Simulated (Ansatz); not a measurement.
`F[CH2][GeH]1[O][SiH2]1` → `F[SiH]1[CH2][GeH2][O]1`  (isomerisation)

Computed with Ansatz on PBE0-D4/def2-TZVP structures; ΔE is electronic, products minus reactants. CBS: MP2 limit from def2 TZ/QZ plus the TZ coupled-cluster correction, frozen cores. Functionals use def2-TZVPP. B3LYP here is the variant with VWN-RPA as its local correlation; programs differ in this. For Ge outer-core shells are correlated without core-valence functions, which leaves a few kJ/mol of doubt a bond. Scalar relativity is left out up to krypton. One conformer a species, not always the lowest.

```
             level  ΔE (kJ/mol)  difference from CCSD(T)/CBS
         r2SCAN-D4       -353.3                         15.6
           PBE0-D4       -350.2                         18.7
          B3LYP-D4       -347.1                         21.8
           ωB97X-V       -361.2                          7.7
           ωB97M-V       -365.4                          3.5
            r2SCAN       -352.9                         16.0
             B3LYP       -342.9                         26.0
     HF/def2-TZVPP       -387.4                        -18.5
    MP2/def2-TZVPP       -382.5                        -13.6
SCS-MP2/def2-TZVPP       -375.5                         -6.6
CCSD(T)/def2-TZVPP       -368.1                          0.8
     HF/def2-QZVPP       -390.0                        -21.1
    MP2/def2-QZVPP       -383.8                        -14.9
SCS-MP2/def2-QZVPP       -377.7                         -8.8
     MP2/CBS(def2)       -383.3                        -14.4
    CCSD/CBS(def2)       -374.2                         -5.3
       CCSD(T)/CBS       -368.9                            0
```

Largest T1 diagnostic among the species: 0.014.

From PBE to PBE0 (25 % exact exchange), in def2-TZVPP and without D4, ΔE moves by −24.5 kJ/mol. The D4 term adds −4.2 kJ/mol with B3LYP and −2.0 kJ/mol with PBE0; it sums over pairs of atoms, weighted by their polarisabilities, and B3LYP, whose exchange is more repulsive, gets the larger term. In def2-TZVPP, CCSD(T) changes the Hartree–Fock value by +19.4 kJ/mol (the triples alone add +5.3 kJ/mol) and MP2 by +5.0 kJ/mol.
